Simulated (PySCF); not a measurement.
## Charge-transfer reorganisation: SMILES O=CC#CC#CC#CF, C7HFO

Geometry:
```json
{"atom": "O1", "x (Å)": "-4.458", "y (Å)": "0.644", "z (Å)": "0.142"}
{"atom": "C2", "x (Å)": "-3.738", "y (Å)": "-0.265", "z (Å)": "0.494"}
{"atom": "C3", "x (Å)": "-2.299", "y (Å)": "-0.215", "z (Å)": "0.443"}
{"atom": "C4", "x (Å)": "-1.078", "y (Å)": "-0.203", "z (Å)": "0.411"}
{"atom": "C5", "x (Å)": "0.274", "y (Å)": "-0.200", "z (Å)": "0.378"}
{"atom": "C6", "x (Å)": "1.497", "y (Å)": "-0.197", "z (Å)": "0.346"}
{"atom": "C7", "x (Å)": "2.853", "y (Å)": "-0.196", "z (Å)": "0.310"}
{"atom": "C8", "x (Å)": "4.061", "y (Å)": "-0.198", "z (Å)": "0.278"}
{"atom": "F9", "x (Å)": "5.332", "y (Å)": "-0.196", "z (Å)": "0.241"}
{"atom": "H10", "x (Å)": "-4.150", "y (Å)": "-1.213", "z (Å)": "0.890"}
```

Level of theory: UKS PBE0/6-31G* four-point reorganisation energy, gas phase (PySCF). Geometry: PBE0/6-31G*.

What is the inner reorganisation energy for hole transfer, with the ionisation energy?

λ = 0.225 (surface of the oxidised species) + 0.281 (surface of the starting species) = 0.506 eV. The ionisation energy is 9.13 eV vertical and 8.91 eV adiabatic without zero-point energy; at the relaxed geometry of the oxidised species the two energies differ by 8.63 eV. Largest bond changes: C4–C5 1.353 → 1.321 Å, C6–C7 1.357 → 1.326 Å, C8–F9 1.271 → 1.242 Å, C5–C6 1.223 → 1.246 Å, C3–C4 1.221 → 1.240 Å. ⟨S²⟩ of the relaxed oxidised species 0.772.

What is the inner reorganisation energy for electron transfer, with the electron affinity?

λ = 0.529 (surface of the reduced species) + 0.936 (surface of the starting species) = 1.465 eV. The electron affinity is 0.87 eV vertical and 1.40 eV adiabatic without zero-point energy; at the relaxed geometry of the reduced species the two energies differ by 2.33 eV. Largest bond changes: C8–F9 1.271 → 1.346 Å, C7–C8 1.209 → 1.280 Å, C2–C3 1.441 → 1.399 Å, C6–C7 1.357 → 1.321 Å, C5–C6 1.223 → 1.257 Å. ⟨S²⟩ of the relaxed reduced species 0.806.

The highest occupied orbital of the reduced species is unbound in this basis, so its energies are rough.
